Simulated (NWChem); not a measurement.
System: WN2H3OCl; SMILES [NH]=[W](=[NH])([OH])[Cl]

The following NWChem deck was run.

```
start job
memory heap 200 mb stack 900 mb global 1100 mb
geometry units angstroms noautoz
  W      0.030810    -0.087734     0.000000
  N     -0.833096    -0.621654     1.416314
  H     -1.585277    -1.062119     1.936262
  N     -0.833096    -0.621654    -1.416314
  H     -1.585277    -1.062119    -1.936262
  Cl     0.042065     2.221008     0.000000
  O      1.741716    -0.878601     0.000000
  H      2.066869    -1.782646     0.000000
end
basis spherical
  * library def2-svp
end
ecp
  W library def2-ecp
end
dft
  xc xpbe96 cpbe96
  iterations 150
  mulliken
end
task dft energy
```

Coordinates come from a PBE0/def2-SVP optimisation. Not confirmed as a minimum by frequencies. def2 effective core potentials on W; no spin-orbit coupling.

**Question.** Predict the main results of this run. (PBE/def2-SVP with def2 effective core potentials on W.) Quantities: energy (Ha); highest occupied level (eV); orbital gap (eV); dipole (D).

**Answer.** 
```yaml
energy (Ha): -713.34
highest occupied level (eV): -6.29
orbital gap (eV): 4.19
dipole (D): 3.46
```
